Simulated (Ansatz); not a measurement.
Stepwise reaction of `O[SiH](O)N[SiH3]` with hydrogen chloride, as a gas-phase model of exchange steps in deposition or etching. ΔE in kJ/mol.

Program: Ansatz. Geometries: PBE0-D4/def2-TZVP. ΔE: electronic, gas phase. CCSD(T)/CBS adds triple-zeta CCSD(T) − MP2 to the extrapolated MP2 energy (def2 sets, frozen cores). This one scheme is used for every species. Functionals use def2-TZVPP. B3LYP here is the variant with VWN-RPA as its local correlation; programs differ in this. One conformer a species, not always the lowest.

| step | reaction | PBE-D4 | B3LYP-D4 | ωB97M-V | CCSD(T)/CBS |
| --- | --- | --- | --- | --- | --- |
| 1 | `O[SiH](O)N[SiH3]` + HCl → `O[SiH](O)N[SiH2]Cl` + H₂ | -92.3 | -90.6 | -91.8 | -90.5 |

(1) Give the row of step 2, `O[SiH](O)N[SiH2]Cl` + HCl → `O[Si](O)(Cl)N[SiH2]Cl` + H₂. (Estimate.)

(2) By hand: ΔE of the 2 steps together at CCSD(T)/CBS.

## Answers

(1) Computed: 
```tsv
step	reaction	PBE-D4	B3LYP-D4	ωB97M-V	CCSD(T)/CBS
2	`O[SiH](O)N[SiH2]Cl` + HCl → `O[Si](O)(Cl)N[SiH2]Cl` + H₂	-91.4	-91.6	-93.4	-90.9
```

(2) (-90.5) + (-90.9) = -181.4 kJ/mol, or -90.7 kJ/mol a step.

In ΔE the steps differ by no more than 0.4 kJ/mol. All are downhill at CCSD(T)/CBS. PBE-D4 differs from CCSD(T)/CBS by -1.8 to -0.5 kJ/mol a step. Only this route is followed, and other bonds may react first. Isolated molecules leave out the surface, adducts and barriers. Largest T1 diagnostic: 0.011.
